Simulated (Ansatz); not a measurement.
Relaxation of F$_{4}$H$_{2}$OW (8 atoms, charge 0, multiplicity 1), to a largest force component of 0.03 eV/Å in at most 50 steps.

The calculation used RHF/def2-SVP (Ansatz 0.2.0).

```xyz
8
Properties=species:S:1:pos:R:3:forces:R:3
W -0.039 0.022 0.056 0.66 -0.04 0.10
F 0.247 0.181 1.874 -0.24 0.04 0.21
H 1.645 -0.047 0.283 -0.32 0.03 -0.28
O -0.140 1.819 -0.143 -0.06 0.05 -0.04
H -0.136 2.612 -0.661 0.04 0.01 0.03
F -1.781 -0.410 0.569 -0.02 -0.02 0.04
F 0.204 -1.799 -0.098 -0.04 -0.05 -0.03
F 0.177 -0.011 -1.780 -0.02 -0.02 -0.03
```

Question: Where does it end, and by what steps?

Answer: The forces met the threshold. After 13 steps the energy has fallen by 0.026 eV; H5 moved furthest, 0.28 Å.

```csv
step,energy less start (eV),largest force component (eV/Å),accepted
0,0.0000,0.656,yes
1,0.0177,0.673,no
2,-0.0129,0.043,yes
3,-0.0136,0.038,yes
4,-0.0180,0.165,yes
5,-0.0195,0.132,yes
6,-0.0214,0.135,yes
7,-0.0235,0.132,yes
8,-0.0188,0.692,no
9,-0.0219,0.417,no
10,-0.0250,0.062,yes
11,-0.0259,0.048,yes
12,-0.0259,0.042,no
13,-0.0259,0.008,yes
```

```xyz
8
Properties=species:S:1:pos:R:3
W -0.059 0.019 0.033
F 0.151 0.208 1.859
H 1.623 0.054 0.174
O -0.105 1.807 -0.193
H 0.062 2.694 -0.476
F -1.805 -0.492 0.477
F 0.334 -1.785 0.027
F -0.026 -0.137 -1.801
```

Time of the run: 24 s on 2 threads of Arm Neoverse V2 (shared host), peak memory 0.24 GiB.
